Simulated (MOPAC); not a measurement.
MOPAC input (AM1):

```
AM1 FORCE THERMO(298,298) PRECISE LET CHARGE=-1 GEO-OK AUX(PRECISION=9) THREADS=1
H4BN2O

N    -1.21811154 1   -0.75750166 1    0.11141508 1
B    -0.00588879 1    0.11866797 1    0.01705682 1
N     1.28416922 1   -0.57375601 1   -0.30287270 1
O    -0.06820156 1    1.37466830 1    0.19769904 1
H    -1.99366895 1   -0.13398076 1    0.06860598 1
H    -1.23999765 1   -1.33915949 1   -0.69623588 1
H     1.37357529 1   -1.35410833 1    0.30880526 1
H     1.99612476 1    0.08468852 1   -0.07556575 1
```

Output:

```
 *******************************************************************************
 **                                                                           **
 **                              MOPAC v23.2.5                                **
 **                                                                           **
 *******************************************************************************
 ** MOPAC's Digital Object Identifier: https://doi.org/10.5281/zenodo.6511958 **
 **                                                                           **
 ** Please cite the open-source release paper for use of this MOPAC version:  **
 ** J. E. Moussa and J. J. P. Stewart (2026)                                  **
 ** MOPAC: An open-source semiempirical molecular orbital program             **
 ** J. Open Source Softw., 11(119), 8025, https://doi.org/10.21105/joss.08025 **
 *******************************************************************************

                              AM1 CALCULATION RESULTS

 *******************************************************************************
 *  AM1        - The AM1 Hamiltonian to be used
 *  GEO-OK     - OVERRIDE INTERATOMIC DISTANCE AND OTHER SAFETY CHECKS
 *
 *
 *
 *                 CHARGE ON SYSTEM = -1
 *
 *
 *
 *  LET        - OVERRIDE SOME SAFETY CHECKS
 *  PRECISE    - TIGHTER CRITERIA TO BE USED
 *  FORCE      - FORCE CALCULATION SPECIFIED
 *  AUX        - OUTPUT AUXILIARY INFORMATION
 *  THERMO     - THERMODYNAMIC QUANTITIES TO BE CALCULATED
 *******************************************************************************
AM1 FORCE THERMO(298,298) PRECISE LET CHARGE=-1 GEO-OK AUX(PRECISION=9) THREADS=1
 H4BN2O

   ATOM   CHEMICAL          X               Y               Z
  NUMBER   SYMBOL      (ANGSTROMS)     (ANGSTROMS)     (ANGSTROMS)

     1       N         -1.21811154  *  -0.75750166  *   0.11141508  *
     2       B         -0.00588879  *   0.11866797  *   0.01705682  *
     3       N          1.28416922  *  -0.57375601  *  -0.30287270  *
     4       O         -0.06820156  *   1.37466830  *   0.19769904  *
     5       H         -1.99366895  *  -0.13398076  *   0.06860598  *
     6       H         -1.23999765  *  -1.33915949  *  -0.69623588  *
     7       H          1.37357529  *  -1.35410833  *   0.30880526  *
     8       H          1.99612476  *   0.08468852  *  -0.07556575  *

          CARTESIAN COORDINATES

    NO.       ATOM           X           Y           Z

     1         N         -1.2181     -0.7575      0.1114
     2         B         -0.0059      0.1187      0.0171
     3         N          1.2842     -0.5738     -0.3029
     4         O         -0.0682      1.3747      0.1977
     5         H         -1.9937     -0.1340      0.0686
     6         H         -1.2400     -1.3392     -0.6962
     7         H          1.3736     -1.3541      0.3088
     8         H          1.9961      0.0847     -0.0756

  H: (AM1): M.J.S. DEWAR ET AL, J. AM. CHEM. SOC. 107 3902-3909 (1985)
[...]
 EFFECTIVE MASS      1.8169
 FORCE CONSTANT      0.4645

 VIBRATION         14    7A          ATOM PAIR     ENERGY CONTRIBUTION    RADIAL
 FREQUENCY          1800.89         B 2 -- O 4         +48.3% ( 89.8%)    100.0%
 TRANSITION DIPOLE   3.2569         N 1 -- B 2         +22.8% ( 61.7%)     34.8%
 TRAVEL (Ang.)       0.0903         B 2 -- N 3         +22.8% ( 61.7%)     34.8%
 REDUCED MASS        4.5967         N 3 -- H 8          +2.1% ( 18.8%)      0.3%
 EFFECTIVE MASS     10.6338
 FORCE CONSTANT      8.7835

 VIBRATION         15    8B          ATOM PAIR     ENERGY CONTRIBUTION    RADIAL
 FREQUENCY          3452.45         N 1 -- H 6         +25.4% ( 51.6%)     97.0%
 TRANSITION DIPOLE   0.1081         N 3 -- H 7         +25.4% ( 51.6%)     97.0%
 TRAVEL (Ang.)       0.2742         N 3 -- H 8         +24.2% ( 50.3%)     96.9%
 REDUCED MASS        0.2598         N 1 -- H 5         +24.2% ( 50.3%)     96.9%
 EFFECTIVE MASS      1.5198
 FORCE CONSTANT      1.8248

 VIBRATION         16    8A          ATOM PAIR     ENERGY CONTRIBUTION    RADIAL
 FREQUENCY          3454.83         N 1 -- H 6         +25.8% ( 51.9%)     97.1%
 TRANSITION DIPOLE   0.1689         N 3 -- H 7         +25.8% ( 51.9%)     97.1%
 TRAVEL (Ang.)       0.2736         N 3 -- H 8         +23.8% ( 49.8%)     96.9%
 REDUCED MASS        0.2607         N 1 -- H 5         +23.8% ( 49.8%)     96.9%
 EFFECTIVE MASS      1.5309
 FORCE CONSTANT      1.8332

 VIBRATION         17    9A          ATOM PAIR     ENERGY CONTRIBUTION    RADIAL
 FREQUENCY          3495.00         N 3 -- H 8         +26.0% ( 50.2%)     98.3%
 TRANSITION DIPOLE   0.1413         N 1 -- H 5         +26.0% ( 50.2%)     98.3%
 TRAVEL (Ang.)       0.2814         N 3 -- H 7         +23.8% ( 48.0%)     98.0%
 REDUCED MASS        0.2436         N 1 -- H 6         +23.8% ( 48.0%)     98.0%
 EFFECTIVE MASS      1.2231
 FORCE CONSTANT      1.7534

 VIBRATION         18    9B          ATOM PAIR     ENERGY CONTRIBUTION    RADIAL
 FREQUENCY          3496.71         N 1 -- H 5         +25.6% ( 49.8%)     98.3%
 TRANSITION DIPOLE   0.1561         N 3 -- H 8         +25.6% ( 49.8%)     98.3%
 TRAVEL (Ang.)       0.2815         N 1 -- H 6         +24.2% ( 48.4%)     98.1%
 REDUCED MASS        0.2433         N 3 -- H 7         +24.2% ( 48.4%)     98.1%
 EFFECTIVE MASS      1.2190
 FORCE CONSTANT      1.7526

      SYMMETRY NUMBER FOR POINT-GROUP C2  =  2

          SYSTEM IS A GROUND STATE

 H4BN2O

          MOLECULE IS NOT LINEAR

          THERE ARE 18 GENUINE VIBRATIONS IN THIS SYSTEM
          THIS THERMODYNAMICS CALCULATION IS LIMITED TO
          MOLECULES WHICH HAVE NO INTERNAL ROTATIONS

                    CALCULATED THERMODYNAMIC PROPERTIES
                                          *
   TEMP. (K)   PARTITION FUNCTION   H.O.F.    ENTHALPY  HEAT CAPACITY ENTROPY
                                   KCAL/MOL   CAL/MOLE    CAL/K/MOL  CAL/K/MOL

 298.00  VIB.     0.3194D+01                  1184.6078     9.3312     6.2831
         ROT.     0.2049D+05                   888.2803     2.9808    22.7093
         INT.     0.6546D+05                  2072.8881    12.3120    28.9925
         TRA.     0.4365D+27                  1480.4672     4.9680    38.1356
         TOT.                     -128.604    3553.3553    17.2800    67.1281

   *: NOTE: HEATS OF FORMATION ARE RELATIVE TO THE
            ELEMENTS IN THEIR STANDARD STATE AT 298K
              (=  Standard Enthalpy of Formation).

            Hvib:  Zero-point energy is not included.
                   frequencies of less than zero cm-1 are not included.
            Hrot = (3/2)RT
            Htra = (3/2)RT + pV = (5/2)RT

            Heat capacity is Cp, not Cv

          For more information, see: HTTP://OpenMOPAC.net/Manual/thermochemistry.html

           FORCE CONSTANT IN CARTESIAN COORDINATES (Millidynes/A)

    ATOM   CHEMICAL       X               Y               Z
   NUMBER   SYMBOL  FORCE CONSTANT  FORCE CONSTANT  FORCE CONSTANT

      1       N        6.526049        9.528129        4.847041
      2       B        8.367728       11.524359        3.015913
      3       N        9.415368        6.638924        4.846927
      4       O        4.263919        9.222136        0.382231
      5       H        1.290511        6.022777        0.871248
      6       H        1.400316        3.334452        3.376625
      7       H        2.115031        2.619900        3.376462
      8       H        6.303072        1.010180        0.871283

 **********************
 *                    *
 * JOB ENDED NORMALLY *
 *                    *
 **********************

 == MOPAC DONE ==
```

The dipole moment of an ion depends on the origin.
